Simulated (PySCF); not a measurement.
**Predicted spectroscopic data**

[PySCF: σ from GIAO-PBE0/pcSseg-1; geometry: GFN2-xTB; no relativistic terms; single conformer; isolated molecule; equivalent nuclei averaged]

δ = σ(ref) − σ, references computed at the same level: TMS for 1H (31.72 ppm), 13C (186.93 ppm). Splittings of carbon signals by F and P are missing where no couplings were computed. Where no couplings were computed, multiplicities follow the n + 1 count of equivalent neighbours, and m marks all less simple cases (inequivalent or close neighbours, rings, F or P nearby). Shifts are as computed. Against solution values, carbons near 30 ppm lie about +3 ppm off and those near 130 ppm about +5 ppm. Of 1309 compounds with measured shifts, 239 miss one by over three times the rms of a fit or turn the order of signals round; such compounds aren't used in these exercises.

**1.** `C/C=N\[Si](C)(C)N(C)C`, C6H16N2Si. 1H NMR (600 MHz, computed): δ 8.94 (q, 1H), 2.46 (s, 6H), 2.15 (d, 3H), 0.10 (s, 6H). 13C{1H} NMR (computed): δ 183.5 (CH), 39.4 (CH3), 30.3 (CH3), -1.4 (CH3).

**2.** SMILES [Si@@H]1(C2CCC2)C(C)=C(F)[SiH2]1, C7H13FSi2. 1H NMR (600 MHz, computed): δ 4.63 (m, 1H), 4.59 (m, 1H), 4.55 (m, 1H), 2.43 (m, 1H), 2.39 (m, 1H), 2.26 (m, 1H), 2.21 (m, 1H), 2.18 (m, 1H), 2.15 (m, 1H), 2.00 (s, 3H), 1.94 (m, 1H). 13C{1H} NMR (computed): δ 176.5, 153.2, 27.1, 23.9, 23.0, 21.2, 16.6.

**3.** `CN(C)C/C=N\[SiH](C)C`, C6H16N2Si. 1H NMR (600 MHz, computed): δ 8.69 (t, 1H), 5.50 (sept, 1H), 2.78 (d, 2H), 2.23 (s, 6H), 0.18 (d, 6H). 13C{1H} NMR (computed): δ 184.0 (CH), 69.8 (CH2), 47.3 (CH3), -0.6 (CH3).
